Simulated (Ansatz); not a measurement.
Q: Name a neutral molecule of B, C, O and H with LUMO energy (PBE/def2-TZVPP) between -0.95 and -0.65 eV and ideal-gas entropy at 298 K and 1 bar (rigid rotor, harmonic PBE0-D4/def2-TZVP) between 251 and 267 J/(mol·K) (Ansatz, PBE0-D4/def2-TZVP geometry).

A: `B1OCO1` (-0.67 eV, 256 J/(mol·K)); `BCO` (-0.86 eV, 258 J/(mol·K)). Other molecules can fit too; these were computed, each in one conformer that needn't be the lowest.
